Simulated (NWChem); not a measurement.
Molecule: SiNH$_{4}$OCl; SMILES N[SiH](O)Cl

```xyz
8

Si    -0.0771    -0.5332    -0.4050
N      1.2501    -1.3414     0.2814
O     -1.4318    -1.0303     0.4008
Cl    -0.0555     1.5508    -0.2187
H     -0.0776    -0.8004    -1.8628
H      2.1148    -1.4568    -0.2324
H      1.3858    -1.3853     1.2846
H     -2.1190    -0.3650     0.5037
```
Atoms are numbered in this order, from 1.

Results from NWChem. Geometry: optimised at PBE0/def2-SVP. Level: PBE0/def2-SVP with SMD (1 M gas to 1 M solution), gas-phase geometry. Reactions with the solvent are ignored.

For solvent n-hexane:

| Property | Value |
|---|---|
| solvation free energy (kcal/mol) | -3.5 |
| cavity-dispersion-structure term (kcal/mol) | -0.9 |

Q: Estimate the same quantities for solvent water.

A: solvation free energy (kcal/mol): -5.9
cavity-dispersion-structure term (kcal/mol): 2.9
